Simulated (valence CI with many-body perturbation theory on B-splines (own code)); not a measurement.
The numbers below are computed, except where a source is named.
# Ir XLIV: what each term of the Hamiltonian does

Level of theory: valence CI with perturbative core correlation (CI+MBPT): six valence electrons over a frozen Dirac-Fock core [Ar] 3d10, radial functions for each j: 9 s, 9 p, 8 d, 6 f, 3 g, 1 h, with the one-electron correlation potential Σ1 (screened to all orders), the two-electron term Σ2, the three-electron term Σ3, Breit, model QED; selected single and double excitations, second order for the rest, scaled by the run's own slope (own B-spline code, finite nucleus).

No measured spectrum was set against this ion. As an estimate, large intervals hold to a few tenths of a per cent, small ones and those within an open d or f shell to about a per cent. Among the levels kept, up to 660 cm⁻¹ of a level comes from second order outside the variational space, and about a tenth of that is noise between levels of different J, which matters for small intervals.

Each rung adds one term. CI alone is the Dirac-Coulomb CI over the frozen core; QED comes last and gives the full result, which names the levels. Energies are above (4s^2 4p1/2^2 4p3/2^2) J=2 on the same rung, in cm⁻¹.

Levels are named by their leading jj configuration (3d3/2^4 stands for four electrons in 3d with j = 3/2), which in mixed levels can hold well under half, so a name can repeat and another be missing. Letters in brackets count levels of one name in rising energy.

```tsv
Level	CI alone	Σ1	Σ2	Σ3	Breit	QED	Full
(4s^2 4p1/2^2 4p3/2^2) J=0	76492	+18	-999	-314	+413	-17	75593
(4s^2 4p1/2 4p3/2^3) J=1	927614	+2284	+2250	+99	-10241	+991	922996
(4s^2 4p1/2 4p3/2^3) J=2	966868	+2290	+1739	-62	-10683	+997	961148
(4s^2 4p1/2^2 4p3/2 4d3/2) J=2	1331770	-1907	-1918	+513	-2894	-2154	1323400
(4s^2 4p1/2^2 4p3/2 4d3/2) J=0	1356970	-1903	-2069	+484	-2493	-2250	1348730
(4s^2 4p1/2^2 4p3/2 4d3/2) J=1	1358150	-1847	-2128	+469	-2971	-2377	1349290
(4s^2 4p1/2^2 4p3/2 4d3/2) J=3	1365890	-1881	-2176	+373	-3460	-2105	1356640
(4s^2 4p1/2^2 4p3/2 4d5/2) J=4	1549200	-1013	-2369	+522	-7532	-1604	1537210
(4s^2 4p1/2^2 4p3/2 4d5/2) J=2	1559660	-773	-2250	+627	-6791	-2395	1548080
(4s^2 4p1/2^2 4p3/2 4d5/2) J=3	1670810	-999	-7292	-15	-7398	-1613	1653490
(4s^2 4p1/2^2 4p3/2 4d5/2) J=1	1697620	-892	-5656	-167	-6835	-1961	1682110
(4s 4p1/2^2 4p3/2^3) J=2	1840970	+1082	-2135	+400	-2852	-8854	1828610
(4s^2 4p3/2^4) J=0	1924880	+4569	+3512	-130	-20408	+1922	1914340
(4s 4p1/2^2 4p3/2^3) J=1	1940540	+1168	-4176	+276	-3072	-8834	1925900
(4s^2 4p1/2 4p3/2^2 4d3/2) J=1 [a]	2221690	+382	+345	+819	-13165	-1375	2208700
(4s^2 4p1/2 4p3/2^2 4d3/2) J=2 [a]	2222280	+358	+694	+831	-13645	-1111	2209410
(4s^2 4p1/2 4p3/2^2 4d3/2) J=0	2224140	+396	+795	+850	-13483	-1364	2211330
(4s^2 4p1/2 4p3/2^2 4d3/2) J=3 [a]	2255360	+384	+353	+682	-14330	-1098	2241350
(4s^2 4p1/2 4p3/2^2 4d3/2) J=4	2292580	+367	+49	+441	-14752	-1113	2277570
```

The middle columns are the shifts that each term adds.

Q: How does the ionisation energy move along the ladder, and which term matters most?

A: CI alone 2203.2, + Σ1 2204.7, + Σ2 2205.2, + Σ3 2204.7, + Breit 2203.0, + QED 2202.9 eV. The largest step is Breit, -1.7 eV, with Σ1 about as large (1.5). NIST lists 2201 ± 4 eV (theoretical).
